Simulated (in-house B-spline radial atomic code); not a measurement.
## Sm⁴⁺: [Xe] (4f5/2)2 (4f7/2)1 (6p3/2)1 (an excited or competing configuration)

Computed with a B-spline radial code for spherical atoms: Dirac-Hartree-Fock, average of the jj configuration, Fermi nucleus of rms radius 5.0819 fm.

Z_r = [3n² - l(l+1)]/(2<r>); Z_e = n√(-2ε); the last column is Slater's effective charge. Values are occupation-weighted means over j. An effective charge above Z reflects the relativistic contraction of the inner shells.

| shell | electrons | ε (eV) | <r> (bohr) | Z_r | Z_e | Slater |
| --- | --- | --- | --- | --- | --- | --- |
| 1s | 2 | -47174 | 0.02274 | 65.97 | 58.88 | 61.70 |
| 2s | 2 | -7881.3 | 0.09641 | 62.23 | 48.14 | 57.85 |
| 2p | 6 | -7051.5 | 0.08522 | 58.67 | 45.53 | 57.85 |
| 3s | 2 | -1832.8 | 0.2536 | 53.23 | 34.82 | 50.75 |
| 3p | 6 | -1565.5 | 0.252 | 49.61 | 32.18 | 50.75 |
| 3d | 10 | -1192.7 | 0.2306 | 45.54 | 28.09 | 40.85 |
| 4s | 2 | -441.47 | 0.575 | 41.74 | 22.79 | 34.25 |
| 4p | 6 | -349.55 | 0.6061 | 37.94 | 20.27 | 34.25 |
| 4d | 10 | -214.4 | 0.6591 | 31.86 | 15.88 | 22.85 |
| 5s | 2 | -107.47 | 1.326 | 28.28 | 14.05 | 13.70 |
| 5p | 6 | -79.382 | 1.478 | 24.69 | 12.08 | 13.70 |
| 4f | 3 | -77.156 | 0.7879 | 22.85 | 9.53 | 15.30 |
| 6p | 1 | -29.835 | 3.381 | 15.68 | 8.88 | 6.20 |

The least bound orbital is 6p3/2 at -29.83 eV, and it is also the most diffuse (<r> = 3.381 bohr).

For the 1s electron the small component carries 5.31 % of the norm, the zero-frequency Breit interaction raises the level by 136.1 eV, self-energy by 80.75 eV, and vacuum polarisation lowers it by 12.77 eV.
